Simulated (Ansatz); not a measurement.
Al$_{2}$GeH$_{7}$N, SMILES `[NH2][AlH][AlH][GeH3]`. Charge 0, multiplicity 1. The structure was optimised at the PBE0-D4/def2-TZVP level. It is one conformer, not always the lowest.

```xyz
11

N    -1.558    1.425    1.193
Al   -0.287    0.502    2.016
Al    1.174   -0.911    0.409
Ge    0.695   -0.833   -2.033
H    -1.714    1.414    0.197
H    -2.226    2.031    1.642
H    -0.224    0.668    3.598
H     2.388   -1.853    0.838
H    -0.509    0.070   -2.387
H     1.888   -0.290   -2.850
H     0.372   -2.224   -2.622
```

What is the dipole moment at ωB97M-V/def2-TZVPP? (Estimate.)

Computed: 1.24 D, with components (-0.82, 0.73, 0.58) D in this frame, pointing from negative to positive charge.

And with PBE, r2SCAN, B3LYP? (An estimate is asked.)

The calculation gave: PBE 1.35 D, r2SCAN 1.33 D, B3LYP 1.26 D.

Give the Mulliken charges with ωB97M-V, PBE, r2SCAN in def2-TZVPP. (An estimate is asked.)

Ansatz gave: 
```csv
atom,ωB97M-V,PBE,r2SCAN
N1,-0.37,-0.38,-0.46
Al2,0.29,0.25,0.34
Al3,0.28,0.24,0.35
Ge4,-0.20,-0.11,-0.14
H5,0.12,0.15,0.16
H6,0.11,0.14,0.15
H7,-0.11,-0.12,-0.16
H8,-0.10,-0.11,-0.16
H9,-0.01,-0.03,-0.04
H10,0.00,-0.02,-0.03
H11,0.00,-0.02,-0.03
```

B3LYP here is the variant with VWN-RPA as its local correlation; programs differ in this.
